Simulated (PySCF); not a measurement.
**Ta⁷¹⁺ (tantalum, charge +71): Hartree-Fock from Schrödinger to Dirac-Coulomb-Breit**

Occupied: 1s1/2. Hartree-Fock calculated with PySCF 2.14 in an uncontracted even-tempered set (18 s from 19 bohr⁻², ratio 2.3; 15 p from 23 bohr⁻², ratio 2.3), Gaussian nucleus throughout. NR is non-relativistic, sf-X2C the spin-free one-electron X2C Hamiltonian, X2C adds the bare one-electron spin-orbit term, X2C-SNSO screens it by Boettger's factors, DC is four-component Dirac-Coulomb, and the Gaunt and Breit terms are added at first order (total energies over the DC spinors, levels after relaxing the spinors in that mean field). QED terms are absent. Levels marked empty are virtual spinors of this ion.

```csv
level (eV),NR,sf-X2C,X2C,X2C-SNSO
1s1/2,-71262.7,-77043.2,-77043.2,-77043.2
2s1/2 (empty),-17341.9,-19113.6,-19113.6,-19113.6
2p1/2 (empty),-17205.2,-17904.7,-18951.2,-18934.2
2p3/2 (empty),-17205.2,-17904.7,-17488.0,-17493.3
3s1/2 (empty),-7673.8,-8289.5,-8289.5,-8289.5
```

Problem. Where do the four-component calculations put these levels?

Solution. 1s1/2: DC -77120.1, DC+Gaunt -76968.2, DC+Breit -76968.2; 2s1/2 (empty): DC -19122.4, DC+Gaunt -19105.1, DC+Breit -19107.2; 2p1/2 (empty): DC -18930.4, DC+Gaunt -18894.2, DC+Breit -18899.2; 2p3/2 (empty): DC -17499.1, DC+Gaunt -17481.7, DC+Breit -17486.8; 3s1/2 (empty): DC -8292.0, DC+Gaunt -8287.1, DC+Breit -8287.8 (eV).

| Hamiltonian | E (hartree) | E − E(DC) (hartree) | CPU seconds |
| --- | --- | --- | --- |
| NR | -5283.1130 | 436.2757 | 0.34 |
| sf-X2C | -5716.5412 | 2.8474 | 0.21 |
| X2C | -5716.5412 | 2.8474 | 0.21 |
| X2C-SNSO | -5716.5412 | 2.8474 | 0.21 |
| DC | -5719.3886 | 0.0000 | 3.5 |
| DC+Gaunt | -5713.7658 | 5.6228 | 5.6 |
| DC+Breit | -5713.7658 | 5.6228 | 55 |

Weight of the small component: 1s1/2 0.0761, 2s1/2 0.0188, 2p1/2 0.0187, 2p3/2 0.0172, 3s1/2 0.00814.

Koopmans' value for the highest occupied level at DC+Breit: 76968.2 eV, against an ionisation energy of 76852 ± 0.17 eV (theoretical estimate listed by NIST; NIST Atomic Spectra Database, ionization energies); the former lacks relaxation, correlation, QED and recoil.

The whole ladder took 66 s of wall time on 1 thread of Neoverse-V2 (shared host), launched as `OMP_NUM_THREADS=1 python relrun2.py TASK.json OUT` (a driver that calls PySCF for each Hamiltonian).
